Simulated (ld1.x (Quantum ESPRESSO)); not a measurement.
# An all-electron radial function and its pseudo partner (copper (Cu))

Columns: radius, all-electron u(r) and pseudo u(r) of the 3s shell (level -114.15 eV) of copper in the configuration [Ne] 3s2 3p6 3d10 4s1 4p0; LDA (PZ), scalar-relativistic, RRKJ scheme, ld1.x (Quantum ESPRESSO) 7.5.

```csv
r (bohr),all-electron,pseudo
0.078,-0.1373,0.1460
0.155,-0.7049,0.2991
0.232,-0.4287,0.4693
0.310,0.1722,0.6643
0.388,0.7221,0.8762
0.465,1.0877,1.0778
0.542,1.2737,1.2309
0.620,1.3208,1.2981
0.698,1.2739,1.2692
0.775,1.1745,1.1743
0.852,1.0499,1.0499
0.930,0.9165,0.9165
1.008,0.7868,0.7868
1.085,0.6687,0.6687
1.162,0.5630,0.5630
1.240,0.4694,0.4694
1.318,0.3890,0.3890
1.395,0.3216,0.3216
1.472,0.2649,0.2649
1.550,0.2169,0.2169
1.628,0.1771,0.1771
1.705,0.1446,0.1446
1.782,0.1179,0.1179
1.860,0.0957,0.0957
1.938,0.0776,0.0776
2.015,0.0630,0.0630
```

Question: How many radial nodes do the two functions have?

Answer: The all-electron 3s function has n − l − 1 = 2 (the table is too coarse to show those close to the nucleus); the pseudo-wave has 0, since the states of the same l below it are removed with the core.

Question: At about which radius was the pseudo-wave matched?

Answer: 0.85 bohr, where the columns begin to agree (steps of 0.08 bohr).

Question: Is the pseudo-wave norm-conserving?

Answer: Yes: the RRKJ scheme keeps the norm inside the radius equal to the all-electron one, which fixes the energy derivative of the logarithmic derivative at the level.
